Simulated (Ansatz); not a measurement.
# Two structures, one formula

The two ends of one reaction step of CH$_{6}$ClGa, closed shell (PBE0-D4/def2-TZVP).

A:

Ga1  (-0.822, 0.117, -0.768)
Cl2  (-1.162, -1.620, 1.405)
H3  (-0.976, -1.016, -1.850)
H4  (-2.065, 1.007, -0.399)
H5  (0.022, -1.364, 1.826)
C6  (0.980, 0.631, -0.134)
H7  (1.665, -0.220, -0.109)
H8  (1.409, 1.366, -0.823)
H9  (0.948, 1.100, 0.852)
(Å)

B:

Ga1  (-1.501, -0.499, -0.608)
Cl2  (-1.955, -1.708, 1.119)
H3  (-0.701, -1.220, -1.730)
H4  (-2.118, 0.930, -0.590)
H5  (0.719, -0.214, 0.998)
C6  (1.250, 0.493, 0.356)
H7  (1.806, -0.046, -0.410)
H8  (0.560, 1.200, -0.113)
H9  (1.939, 1.065, 0.978)
(Å)

Program: Ansatz 0.2.0. Basis: def2-TZVPP. Cores are frozen in the correlated methods. Filled d shells of the heavier atoms are correlated. The def2 sets are not built for correlating such inner shells, so the correlated values are less sure here. B3LYP uses VWN-RPA correlation.

(1) Which structure is lower at CCSD(T), and by how much? (An estimate is asked for; the value comes from the calculation.)

T1 diagnostic: at most 0.012.

Results:

(1) Computed: B, by 1.387 eV (electronic energy, against the other). By their contacts, A is a complex of CH₅Ga ([CH3][GaH2]) + HCl and B is a complex of GaH₂Cl ([Cl][GaH2]) + CH₄.

All methods give the same order:

```csv
method,E(B) − E(A) (eV)
SPW92,-1.260
PBE-D4,-1.379
BLYP-D4,-1.434
r2SCAN-D4,-1.450
B97M-V,-1.492
PBE0-D4,-1.421
B3LYP-D4,-1.465
r2SCAN0-D4,-1.470
BHLYP-D4,-1.526
CAM-B3LYP-D4,-1.444
wB97X-V,-1.435
wB97M-V,-1.412
B2PLYP,-1.466
PBE-QIDH,-1.439
RPA on PBE,-1.333
HF,-1.694
MP2,-1.397
CCSD,-1.413
CCSD(T),-1.387
```

Labels in which every atom is bracketed show which atoms are joined, not bond orders.

For scale, one of the runs: CCSD(T)/def2-TZVPP, 205 basis functions (an equivalent command: `ansatz run in.yaml --threads 4`). The run took 110 s on 4 CPU threads (shared host), with 2.5 GiB of host memory at its peak.
